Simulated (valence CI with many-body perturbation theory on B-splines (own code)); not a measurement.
## Energy levels of Rh6+

Computed by relativistic CI+MBPT: three valence electrons over a frozen Dirac-Fock core [Kr], a basis of 7 s, 7 p, 8 d, 6 f, 4 g, 1 h functions for each j, with the one-electron correlation potential Σ1, the two-electron term Σ2, the three-electron term Σ3, Breit, model QED; selected CI, second order for the rest, scaled by the run's own slope (own B-spline code, finite nucleus).

No measured levels were compared; by estimate terms of the open shell hold to 2 to 4 % of their energy, and close levels can change places; different configurations can be misplaced against each other by 1,000 to 8,000 cm⁻¹. Only levels of the ground parity were solved; by the run's estimate the other parity begins above the list, which can be wrong where configurations are misplaced.

Levels 1 to 34 of 34, with energies above the lowest level, 4d³ ⁴F_3/2. "Leading %" is the weight of the configuration and term that name the level; weights of strongly mixed levels are sums over their largest components and can fall short, so below about 35 % the name and the second component can differ from the true leading terms, or belong to a minority configuration. In the jj column 3d3/2^4 stands for four electrons in 3d with j = 3/2. Lifetimes count E1, E2, E3, M1 and M2 decay at the calculated energies, and are blank where another channel may lead or the interval is too uncertain; long ones can be off by a factor of two.

| No. | Configuration | Term | J | E (cm⁻¹) | Leading % | Leading jj | Lifetime | Second component |
| --- | --- | --- | --- | --- | --- | --- | --- | --- |
| 1 | 4d³ | ⁴F | 3/2 | 0.0 | 97 | 4d3/2^3 (48 %) |  |  |
| 2 | 4d³ | ⁴F | 5/2 | 1931 | 99 | 4d3/2^2 4d5/2 (82 %) | 3.27 s |  |
| 3 | 4d³ | ⁴F | 7/2 | 4194 | 98 | 4d3/2 4d5/2^2 (70 %) | 2.03 s |  |
| 4 | 4d³ | ⁴F | 9/2 | 6563 | 95 | 4d3/2 4d5/2^2 (51 %) | 2.86 s | 5 % 4d³ ²G |
| 5 | 4d³ | ⁴P | 3/2 | 15450 | 76 | 4d3/2^2 4d5/2 (62 %) | 1.11 s | 18 % 4d³ ²P |
| 6 | 4d³ | ⁴P | 1/2 | 15718 | 90 | 4d3/2^2 4d5/2 (81 %) | 7.23 s | 9 % 4d³ ²P |
| 7 | 4d³ | ²G | 7/2 | 17861 | 98 | 4d3/2 4d5/2^2 (52 %) | 248 ms |  |
| 8 | 4d³ | ⁴P | 5/2 | 18676 | 97 | 4d3/2 4d5/2^2 (64 %) | 1.55 s |  |
| 9 | 4d³ | ²G | 9/2 | 18823 | 60 | 4d3/2^2 4d5/2 (74 %) | 225 ms | 36 % 4d³ ²H |
| 10 | 4d³ | ²D | 3/2 | 22601 | 53 | 4d3/2 4d5/2^2 (75 %) | 86.7 ms | 26 % 4d³ ²P |
| 11 | 4d³ | ²P | 1/2 | 23750 | 90 | 4d3/2 4d5/2^2 (81 %) | 271 ms | 9 % 4d³ ⁴P |
| 12 | 4d³ | ²H | 11/2 | 24849 | 100 | 4d3/2 4d5/2^2 (100 %) | 921 ms |  |
| 13 | 4d³ | ²H | 9/2 | 25007 | 64 | 4d5/2^3 (48 %) | 209 ms | 35 % 4d³ ²G |
| 14 | 4d³ | ²D | 5/2 | 27268 | 96 | 4d3/2 4d5/2^2 (58 %) | 108 ms |  |
| 15 | 4d³ | ²P | 3/2 | 29143 | 55 | 4d5/2^3 (85 %) | 91.3 ms | 40 % 4d³ ²D |
| 16 | 4d³ | ²F | 7/2 | 37311 | 99 | 4d3/2 4d5/2^2 (78 %) | 207 ms |  |
| 17 | 4d³ | ²F | 5/2 | 37870 | 97 | 4d3/2 4d5/2^2 (50 %) | 282 ms |  |
| 18 | 4d³ | ²D | 5/2 | 58310 | 97 | 4d3/2^2 4d5/2 (43 %) | 26.8 ms |  |
| 19 | 4d³ | ²D | 3/2 | 58774 | 99 | 4d3/2 4d5/2^2 (87 %) | 32.0 ms |  |
| 20 | 4d²5s | ⁴F | 3/2 | 205540 | 97 | 4d3/2^2 5s (80 %) | 13.8 μs |  |
| 21 | 4d²5s | ⁴F | 5/2 | 207070 | 94 | 4d3/2^2 5s (53 %) | 13.3 μs |  |
| 22 | 4d²5s | ⁴F | 7/2 | 209650 | 97 | 4d3/2 4d5/2 5s (90 %) | 13.3 μs |  |
| 23 | 4d²5s | ⁴F | 9/2 | 212690 | 98 | 4d5/2^2 5s (71 %) | 13.3 μs |  |
| 24 | 4d²5s | ²F | 5/2 | 215760 | 90 | 4d3/2 4d5/2 5s (66 %) | 8.78 μs | 5 % 4d²5s ⁴F |
| 25 | 4d²5s | ²F | 7/2 | 220480 | 94 | 4d5/2^2 5s (55 %) | 8.56 μs |  |
| 26 | 4d²5s | ⁴P | 1/2 | 221910 | 98 | 4d3/2^2 5s (52 %) | 10.6 μs |  |
| 27 | 4d²5s | ⁴P | 5/2 | 222650 | 58 | 4d3/2 4d5/2 5s (88 %) | 10.6 μs | 37 % 4d²5s ²D |
| 28 | 4d²5s | ⁴P | 3/2 | 222860 | 84 | 4d3/2 4d5/2 5s (94 %) | 10.7 μs | 14 % 4d²5s ²D |
| 29 | 4d²5s | ²D | 3/2 | 225330 | 73 | 4d3/2 4d5/2 5s (57 %) | 10.6 μs | 14 % 4d²5s ⁴P |
| 30 | 4d²5s | ²D | 5/2 | 228300 | 56 | 4d5/2^2 5s (97 %) | 10.5 μs | 41 % 4d²5s ⁴P |
| 31 | 4d²5s | ²P | 1/2 | 230860 | 97 | 4d3/2 4d5/2 5s (74 %) | 8.87 μs |  |
| 32 | 4d²5s | ²G | 9/2 | 231690 | 98 | 4d3/2 4d5/2 5s (70 %) | 10.2 μs |  |
| 33 | 4d²5s | ²G | 7/2 | 231870 | 96 | 4d3/2 4d5/2 5s (65 %) | 10.2 μs |  |
| 34 | 4d²5s | ²P | 3/2 | 233920 | 88 | 4d5/2^2 5s (68 %) | 8.97 μs | 10 % 4d²5s ²D |

Names give the largest LS component (configuration and term), which can be under half, so a name can repeat, a term be missing and a line seem to break the LS rules; names also repeat where a configuration has a term twice.

The ionisation energy to 4d² ³F2 of the next ion comes out as 97.915 eV (NIST: 97 ± 2 eV (theoretical)). All 34 levels together are meant to be complete up to 240150 cm⁻¹.
